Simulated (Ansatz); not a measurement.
Ansatz (a quantum-chemistry and plane-wave program) input (CCSD(T)/cc-pCVDZ): A basis named .json is the Basis Set Exchange file of that set (core-valence sets with the plain set on hydrogen).

Ansatz 0.2 input:
```yaml
crystal:
  periodic: [false, false, false]
  atoms:
    - {symbol: F, position_ang: [0.00000000, 0.00000000, 0.00000000]}
basis:
  gaussian:
    orbitals: cc-pCVDZ.json
magnetization: {spin_polarized: true, initial_magnetization: 1}
correlation: {method: ccsd_t, electrons: outside_noble_gas}
scf: {lower_state_search: full}
```

Output:

```
Functional definition: HF
integrals: 0.00 GiB planned
100 factors; integrals over basis functions are off by at most 1.3e-4 eV
mean field: 0.04 GiB planned
mean field evaluation 1: about -2703.9960 eV, gradient 7.5e0 eV
mean field evaluation 2: about -2703.9962 eV, gradient 7.5e0 eV
mean field evaluation 4: about -2704.1401 eV, gradient 6.9e-1 eV
mean field evaluation 8: about -2704.1421 eV, gradient 3.4e-4 eV
mean field evaluation 16: about -2704.1421 eV, gradient 3.1e-2 eV
mean field evaluation 32: about -2704.1421 eV, gradient 1.0e-3 eV
mean field evaluation 64: about -2704.1421 eV, gradient 1.1e-6 eV
mean field -2704.14207889 eV, -99.3753884659 hartree, gradient 1.1e-6 eV, S^2 0.752032; 6 other end points of the search recorded, 0 dependent functions left out
1 core orbitals not correlated
reference -2704.14207889 eV, -99.3753884659 hartree; 4, 3 occupied and 13, 14 virtual orbitals, 100 factors
second order -3.92573396 eV of doubles, -0.00000000 eV of singles
coupled cluster: 0.04 GiB planned
cycle   1  -4.15433670 eV  change   -2.3e-1 eV  update   1.9e-2
cycle   2  -4.20827875 eV  change   -5.4e-2 eV  update   5.4e-3
cycle   3  -4.21335326 eV  change   -5.1e-3 eV  update   1.6e-3
cycle   4  -4.21305108 eV  change    3.0e-4 eV  update   5.1e-4
cycle   5  -4.21317017 eV  change   -1.2e-4 eV  update   8.7e-5
cycle   6  -4.21316846 eV  change    1.7e-6 eV  update   1.1e-5
cycle   7  -4.21316991 eV  change   -1.5e-6 eV  update   1.7e-6
perturbative correction -0.02572309 eV, -0.0009453061 hartree
Total energy: -2708.38097189 eV, -99.5311649104 hartree
```
